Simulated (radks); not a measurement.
Numerical settings for the boron ion B+, [He] 2s2. All-electron calculation, scalar-relativistic Kohn-Sham, LDA (Slater exchange, Perdew-Wang correlation), spin-polarised, spherical densities, finite nucleus; Fermi nuclear charge, rms radius 2.406 fm. Program: a radial shooting solver on a logarithmic mesh with Libxc functionals. The defaults (mesh step 0.008 in ln r, mesh end at 40 bohr or more with all orbitals vanishing there, Anderson mixing 0.5 over 9 steps, residual threshold near 1e-9 with the energy settled to 1e-9 hartree or 1e-11 of itself, here a cap of 63 iterations) give E = -24.0448 hartree and 2s at -19.411 eV in 13 iterations. Run on one thread of a shared host, so times are rough (Arm Neoverse V1): 0.05 s of CPU time, 0.05 s wall, 13 iterations on 2189 mesh points. Changes against that run (0 stands for a change within the tolerance of the run):

| setting | iterations | converged | E (mhartree) | e(2s) (meV) | CPU (s) |
|---|---|---|---|---|---|
| mesh step in ln r 0.003 | 13 | yes | 0 | 0 | 0.12 |
| mesh step in ln r 0.03 | 13 | yes | 0 | 0 | 0.02 |
| mesh step in ln r 0.012 | 13 | yes | 0 | 0 | 0.04 |
| mesh end (bohr) 2 | 11 | level above zero | +1.73e+03 | +3.09e+04 | 0.03 |
| mesh end (bohr) 12 | 13 | yes | 0 | 0 | 0.05 |
| residual threshold 0.1 | 8 | yes | 0 | -0.0147 | 0.03 |
| residual threshold 0.001 | 8 | yes | 0 | -0.0147 | 0.03 |
| mixing 1.5 | 12 | yes | 0 | 0 | 0.05 |
| linear mixing, mixing 0.5 | 29 | yes | 0 | 0 | 0.09 |
| linear mixing, mixing 0.2 | 63 | no | 0 | 0 | 0.19 |
| mixing history 2 | 18 | yes | 0 | 0 | 0.06 |
| iteration cap 2 | 2 | no | +16.8 | -6.95e+03 | 0.01 |

Settled on a wrong energy, with an occupied level pushed above zero by the early mesh end: mesh end (bohr) 2 (+1.73 hartree). Apart from these: no run marked as converged misses the energy by more than 1 mhartree. A mesh that ends early acts as a hard wall.
